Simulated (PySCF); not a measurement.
# How methods differ on the ionisation energy of Ir⁵⁴⁺

Ir⁵⁴⁺ [Ar] 3d5 (6S) → Ir⁵⁵⁺ [Ar] 3d4 (5D), as a difference of total energies. All numbers are calculated (PySCF 2.14, scalar relativity by spin-free X2C-1e, in an uncontracted even-tempered set (17 s from 13 bohr⁻², ratio 2.5; 13 p from 17 bohr⁻², ratio 2.5; 7 d from 17 bohr⁻², ratio 2.5; 4 f from 66 bohr⁻², ratio 2.7; 3 g from 98 bohr⁻², ratio 2.7)). Correlated levels: outer shells: [Ne] frozen; virtual orbitals above 40 to 60 times the deepest correlated orbital energy dropped. The calculations carry no spin-orbit coupling.

| method | ionisation energy (eV) |
| --- | --- |
| UHF | 5291.6 |
| LDA | 5286.9 |
| PBE | 5286.4 |
| PBE0 | 5288.2 |
| r2SCAN | 5289.0 |
| r2SCANh | 5289.5 |
| revPBE | 5286.4 |
| MP2 (outer shells) | 5291.9 |
| SCS-MP2 (outer shells) | 5291.3 |

Spin-orbit coupling is strong in these open shells (close to jj coupling). The scalar numbers leave it out and a first-order estimate fails, so it can dominate the gap to the real levels.

Breit and QED terms and the two-electron picture change are absent.

For comparison: 5229 ± 5 eV (theoretical estimate listed by NIST; NIST Atomic Spectra Database, ionization energies).
